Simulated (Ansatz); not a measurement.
Geometry optimisation, RHF/def2-SVP in Ansatz.

input.yaml

```yaml
crystal:
  periodic: [false, false, false]
  atoms:
    - { symbol: Sn, position_ang: [-0.150943, -0.105518, -0.565444] }
    - { symbol: H, position_ang: [-0.588034, 0.773927, 2.213975] }
    - { symbol: H, position_ang: [1.022115, -0.813129, 0.446591] }
    - { symbol: H, position_ang: [-0.036585, 1.594664, -0.607544] }
    - { symbol: H, position_ang: [-0.080726, -0.767031, -2.141572] }
    - { symbol: O, position_ang: [-1.923129, -0.567303, 0.128395] }
    - { symbol: Al, position_ang: [-3.460462, -1.232371, 0.270316] }
    - { symbol: H, position_ang: [-3.718814, -2.724133, -0.183048] }
    - { symbol: H, position_ang: [-4.632175, -0.353519, 0.859785] }
    - { symbol: H, position_ang: [-1.164849, 0.456213, 1.945745] }
basis:
  gaussian: { orbitals: def2-SVP }
hamiltonian:
  xc: hf
relax:
  f_tol: 0.03
  max_steps: 50
output:
  orbitals: {}
```

Launched with:

```bash
$ ansatz run input.yaml --threads 1 --pin off --max-ram 2048MiB --backend cpu --events-out ev --progress --plain --runs-dir out
```

**Question.** Where does it end, and by what steps?

**Answer.** The forces met the threshold. The force dipped under the threshold on the way, but the program's further checks kept it going. After 18 steps the energy has fallen by 0.191 eV; H10 moved furthest, 1.10 Å.

```csv
step,energy less start (eV),largest force component (eV/Å),accepted
0,0.0000,1.229,yes
1,-0.1089,0.123,yes
2,-0.1530,0.084,yes
3,-0.1730,0.049,yes
4,-0.1819,0.060,yes
5,-0.1841,0.129,yes
6,-0.1861,0.088,yes
7,-0.1868,0.043,yes
8,-0.1863,0.279,no
9,-0.1882,0.021,yes
10,-0.1886,0.216,yes
11,-0.1891,0.074,yes
12,-0.1901,0.005,yes
13,-0.1895,0.104,no
14,-0.1903,0.036,yes
15,-0.1906,0.095,yes
16,-0.1907,0.039,yes
17,-0.1906,0.099,no
18,-0.1908,0.007,yes
```

```xyz
10
Properties=species:S:1:pos:R:3
Sn -0.130 -0.246 -0.935
H -0.685 0.979 3.207
H 0.995 -0.966 0.128
H -0.083 1.458 -0.840
H 0.082 -0.787 -2.541
O -1.906 -0.812 -0.364
Al -3.422 -1.325 0.136
H -3.900 -2.795 -0.190
H -4.359 -0.332 0.930
H -1.325 1.088 2.837
```

Run time: 56 s on 1 thread of Arm Neoverse V1 (shared host), peak memory 0.18 GiB.
